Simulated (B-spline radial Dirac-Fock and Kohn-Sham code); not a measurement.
ΔSCF core binding energies without Breit or QED terms, calculated with a B-spline atomic structure program.

A sound run for lead as Pb⁶⁺ in the configuration [Xe] 4f14 5d8: The ground state converged in 10 iterations, with total energy -20904.75823 Ha, virial ratio 1.86028 and highest orbital energy -102.66 eV. ΔSCF binding energies: K (1s) 88585.5 eV, L3 (2p3/2) 13165.6 eV. Holes are computed only in closed shells, and unreliable hole states are left out.

A second run, with one unsound setting: The ground state had not converged after 92 iterations, with total energy -20904.56171 Ha, virial ratio 1.85927 and highest orbital energy -98.30 eV. ΔSCF binding energies: K (1s) 88603.3 eV, L3 (2p3/2) 13181.8 eV (not all states converged, so these are not final). Holes are computed only in closed shells, and unreliable hole states are left out.

```
iter   energy (Ha)        error
   1   -20898.46471385  2.23e+00
   2   -20903.98135510  2.82e-01
   3   -20903.99323209  2.80e-01
   4   -20904.00492610  2.78e-01
   5   -20904.01643994  2.76e-01
   6   -20904.02777637  2.74e-01
   7   -20904.03893812  2.72e-01
   8   -20904.04992787  2.70e-01
   9   -20904.06074828  2.69e-01
  17   -20904.14151911  2.54e-01
  25   -20904.21285145  2.41e-01
  33   -20904.27584814  2.28e-01
  41   -20904.33148443  2.16e-01
  49   -20904.38062244  2.05e-01
  57   -20904.42402404  1.94e-01
  65   -20904.46236230  1.84e-01
  73   -20904.49623168  1.74e-01
  81   -20904.52615706  1.65e-01
  89   -20904.55260178  1.56e-01
  92   -20904.56170625  1.53e-01
```

Q: Which fault fits the second run best?
A. mesh too coarse
B. functional not served
C. damping too heavy
D. too few quadrature points

A: C. The input had damp = 0.995; ndamp = 100: damp is so close to 1 that the orbitals hardly move in each step.
